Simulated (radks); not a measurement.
Results of a calculation; reference values are marked as such.
The lutetium ion Lu+, 70 electrons, occupied as [Kr] 4d10 4f14 5s1.5 5p6 6s2 6p0.5 (fractional occupations, a model configuration). Level of theory: Dirac Kohn-Sham, LDA (Slater exchange, Perdew-Wang correlation), spin-unpolarised, spherical densities, finite nucleus; open shells fill j = l - 1/2 first; Fermi nuclear charge, rms radius 5.37 fm (a radial shooting solver on a logarithmic mesh with Libxc functionals).

Radial electron density D(r) = 4 pi r^2 rho(r):

```
   r/bohr * D(r) (the largest magnitude, 128, reaches the edge; | marks zero)
 0.003332 |               *
 0.003879 |                  *
 0.004552 |                      *
 0.005299 |                         *
 0.006169 |                             *
 0.007239 |                                 *
 0.008427 |                                     *
 0.009811 |                                       *
  0.01151 |                                         *
   0.0134 |                                          *
  0.01573 |                                         *
  0.01831 |                                        *
  0.02132 |                                      *
  0.02502 |                                     *
  0.02912 |                                      *
  0.03417 |                                        *
  0.03978 |                                             *
  0.04632 |                                                  *
  0.05435 |                                                      *
  0.06327 |                                                      *
  0.07366 |                                                   *
  0.08644 |                                              *
   0.1006 |                                          *
   0.1181 |                                          *
   0.1375 |                                              *
     0.16 |                                                 *
   0.1878 |                                               *
   0.2187 |                                       *
   0.2545 |                              *
   0.2987 |                        *
   0.3477 |                        *
   0.4081 |                            *
   0.4751 |                            *
   0.5531 |                        *
    0.649 |                 *
   0.7556 |            *
   0.8867 |        *
    1.032 |      *
    1.202 |    *
     1.41 |   *
    1.642 | *
    1.911 |*
    2.243 |*
    2.611 |*
    3.064 *
    3.567 *
    4.153 *
    4.873 *
    5.673 *
    6.604 *
     7.75 *
    9.023 *
    10.59 *
```

D(r) has 4 maxima, at r = 0.0133, 0.0594, 0.165, 0.446 bohr, and minima at 0.0258, 0.108, 0.316 bohr, inside which lie 2.02, 11.17, 29.81 electrons.
